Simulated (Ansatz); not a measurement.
The molecule Na$_{2}$-, multiplicity 4 (an upper state: multiplicity 2 came lower at CCSD(T)/def2-TZVPP on PBE0 minima).

Constants: fifth-degree fit in 1/R to seven points, most abundant isotopes. In def2 and cc sets the state is the lowest found near the PBE0 minimum, followed along R.

Correlated levels freeze the inner cores; with def2 sets outer-core shells near the valence are correlated too.

The values were computed with Ansatz (Gaussian orbitals). Values without a source in brackets are computed.

```csv
level,r_e (Å),ω_e (cm⁻¹),ω_e x_e (cm⁻¹)
PBE/def2-TZVPP,3.892,69,0.87
PBE0/def2-TZVPP,3.871,72,0.71
CCSD/def2-TZVPP,3.757,…,0.55
CCSD(T)/def2-TZVPP,…,…,0.55
```

Question: Some entries are withheld; supply them.

Answer: 
- CCSD(T)/def2-TZVPP, r_e (Å): 3.748
- CCSD(T)/def2-TZVPP, ω_e (cm⁻¹): 85
- CCSD/def2-TZVPP, ω_e (cm⁻¹): 84

Ansatz is an electronic-structure program.
